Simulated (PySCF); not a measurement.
Be(Br)(Et) (C2H5BeBr), SMILES C[CH2][Be][Br]. Atoms are numbered in the order given.

```xyz
9

Be     0.3285    -0.5337     0.0000
Br    -0.0571     1.3974     0.0000
C      0.6618    -2.1740     0.0000
C     -0.5479    -3.1314     0.0000
H      1.3061    -2.3928    -0.8754
H      1.3061    -2.3928     0.8754
H     -1.1873    -2.9824     0.8858
H     -1.1873    -2.9824    -0.8858
H     -0.2384    -4.1904     0.0000
```

Coordinates come from a B3LYP-D3(BJ)/def2-SVP optimisation. The structure was generated by enumeration; whether it is a known compound was not checked. One conformer was computed; it need not be the lowest.

Calculation: PySCF with HF/pcSseg-1.

GIAO shieldings, no solvent; atoms alike by connectivity are averaged. δ = σ(ref) − σ: ¹³C against TMS (σ = 192.6 ppm); ¹H against TMS (σ = 31.99 ppm), references at their B3LYP-D3(BJ)/def2-TZVP geometries, non-relativistic (without spin–orbit terms, shifts of atoms bonded to Cl or Br come out too high).

```
nucleus       atoms  count  δ (ppm)
-------  ----------  -----  -------
¹³C              C4      1     11.1
¹³C              C3      1      0.7
¹H       H7, H8, H9      3     1.38
¹H           H5, H6      2     0.31
```
